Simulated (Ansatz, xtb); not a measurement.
# Relative energy of two isomers of C4HClN2S

Structure X: `N#Cc1csc(Cl)n1`, a singlet. Structure Y: `N#Cc1nc(Cl)cs1`, a singlet. Both are isolated molecules in the gas phase, relaxed with PBE0-D3(BJ)/def2-SVP.

X (Å):

```
atom    x (Å)    y (Å)   z (Å)
   C  -2.9175  -2.0718  0.8901
   C  -2.3211  -0.8744  1.3942
   C  -2.1107  -0.6310  2.7319
   C  -1.4137   1.0963  1.1946
  Cl  -0.7995   2.5187  0.4865
   N  -3.4033  -3.0505  0.5052
   N  -1.9203   0.1148  0.5355
   S  -1.3791   0.9035  2.9269
   H  -2.3507  -1.2744  3.5765
```

Y (Å):

```xyz
9

C    -4.2605   -1.2171    1.1737
C    -2.9551   -0.7220    1.4496
C    -1.0870    0.3702    1.2068
C    -0.8064   -0.2180    2.4198
Cl   -0.0064    1.4124    0.3845
N    -5.3228   -1.6372    0.9778
N    -2.2898    0.0854    0.6683
S    -2.1287   -1.1809    2.9068
H     0.0963   -0.1219    3.0193
```

Quicker runs give these differences E(Y) − E(X): GFN2-xTB −0.41 kcal/mol; HF/STO-3G +1.14 kcal/mol (at GFN2-xTB geometries); r2SCAN-D4/def2-SVP +0.65 kcal/mol (at GFN2-xTB geometries).

Q: Estimate which is lower in electronic energy at CCSD(T)/def2-SVP + ΔMP2/def2-TZVPP, and by roughly how much.

A: The CCSD(T)/def2-SVP + ΔMP2/def2-TZVPP calculation puts structure X lower, by 1.20 kcal/mol.

Level by level:

```
                             level              geometry  E(Y) − E(X) (kcal/mol)  departure from the last row (kcal/mol)  job, with rough time for the two
                          GFN2-xTB              GFN2-xTB                     −0.41                                   −1.61               optimisation, 0.3 s
                         HF/STO-3G              GFN2-xTB                     +1.14                                   −0.05               single point, 1.1 s
                r2SCAN-D4/def2-SVP              GFN2-xTB                     +0.65                                   −0.55               single point, 7.8 s
              PBE0-D3(BJ)/def2-SVP  PBE0-D3(BJ)/def2-SVP                     +1.06                                   −0.14                optimisation, 67 s
                       HF/def2-SVP  PBE0-D3(BJ)/def2-SVP                     +2.85                                   +1.65           part of the CCSD(T) run
                      MP2/def2-SVP  PBE0-D3(BJ)/def2-SVP                     +0.42                                   −0.78           part of the CCSD(T) run
                  CCSD(T)/def2-SVP  PBE0-D3(BJ)/def2-SVP                     +1.28                                   +0.08                      single point
CCSD(T)/def2-SVP + ΔMP2/def2-TZVPP  PBE0-D3(BJ)/def2-SVP                     +1.20                                                     single point, 1.8 min
```

As drawn, both hold the same kinds of bond in the same numbers.

GFN2-xTB, MP2/def2-SVP find them nearly level. The largest departure from CCSD(T)/def2-SVP + ΔMP2/def2-TZVPP is that of HF/def2-SVP, 1.65 kcal/mol. The last row adds to CCSD(T) the change of the MP2 difference between the two basis sets, here −0.08 kcal/mol.

With thermal terms from frequencies at re-optimised GFN2-xTB minima (ideal gas, soft modes damped towards free rotors, one conformer each, 298.15 K, 1 atm): the zero-point term adds −0.02 kcal/mol; ΔH is +1.18 and ΔG +1.17 kcal/mol.

The correlated steps freeze 16 core orbitals. Codes used: Ansatz 0.2.0, xtb 6.7.1; the last row on 2 threads of Intel(R) Xeon(R) Processor @ 2.70GHz on a shared host.
